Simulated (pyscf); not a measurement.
## •H₂C–SiH(Cl)–Cl, doublet

Gas-phase minimum from PySCF at ωB97X-D3(BJ)/def2-SVP, one conformer. •H₂C–SiH(Cl)–Cl lies 11.9 kcal/mol over its isomer H₃C–Si•(Cl)–Cl (electronic energy, ωB97M-D3(BJ)). 

```xyz
7

C     -1.1118     0.3350    -1.9778
Si    -0.0649     0.6584    -0.5056
Cl    -1.0426     1.9803     0.7328
Cl     1.7170     1.4848    -1.1209
H     -2.2061     0.3662    -1.9309
H     -0.6800     0.0863    -2.9537
H      0.2578    -0.5445     0.2962
```
Charge 0, spin multiplicity 2.

Bonds (Å): C1–Si2 1.835, C1–H5 1.096, C1–H6 1.096, Si2–Cl3 2.058, Si2–Cl4 2.058, Si2–H7 1.481. Bond angles (°): Si2–C1–H5 122.0, Si2–C1–H6 122.0, H5–C1–H6 116.0, C1–Si2–Cl3 109.0, C1–Si2–Cl4 109.0, C1–Si2–H7 114.5, Cl3–Si2–Cl4 109.5, Cl3–Si2–H7 107.4, Cl4–Si2–H7 107.4.

Properties at ωB97X-D3(BJ)/def2-SVP:

- Harmonic wavenumbers, unscaled = 12, 177, 197, 259, 517, 586, 591, 719, 779, 837, 858, 1374, 2301, 3167, 3280 cm⁻¹
- Zero-point energy = 22.4 kcal/mol
- Rotational symmetry number = 1
- Entropy of this conformer at 298 K and 1 atm, rigid rotor and harmonic oscillator, modes under 100 cm⁻¹ raised to 100 = 338.2 J/(mol K)
- Dipole moment = 2.07 D
- Spin expectation value S2 = 0.753

Single-point totals, which compare only within one level (frozen core for MP2 and CC):

```json
[
 {"level": "ωB97X-D3(BJ)/def2-TZVP", "total energy (hartree)": "-1249.96646"},
 {"level": "PBE/def2-TZVP", "total energy (hartree)": "-1249.32080"},
 {"level": "r²SCAN/def2-TZVP", "total energy (hartree)": "-1249.80040"},
 {"level": "B3LYP-D3(BJ)/def2-TZVP", "total energy (hartree)": "-1249.97016"},
 {"level": "PBE0-D3(BJ)/def2-TZVP", "total energy (hartree)": "-1249.43986"},
 {"level": "M06-2X/def2-TZVP", "total energy (hartree)": "-1249.83451"},
 {"level": "ωB97M-D3(BJ)/def2-TZVP", "total energy (hartree)": "-1250.05980"},
 {"level": "UHF/def2-TZVPP", "total energy (hartree)": "-1247.67500"},
 {"level": "MP2/def2-TZVPP", "total energy (hartree)": "-1248.30955"},
 {"level": "CCSD/def2-TZVPP", "total energy (hartree)": "-1248.36596"},
 {"level": "CCSD(T)/def2-TZVPP", "total energy (hartree)": "-1248.39416"}
]
```

The lowest mode is so soft that the shape along it may change with the basis. Soft torsions are taken as harmonic, which can shift the entropy by several J/(mol K). The CCSD(T) − MP2 part came from Ansatz, without density fitting, on the same reference.
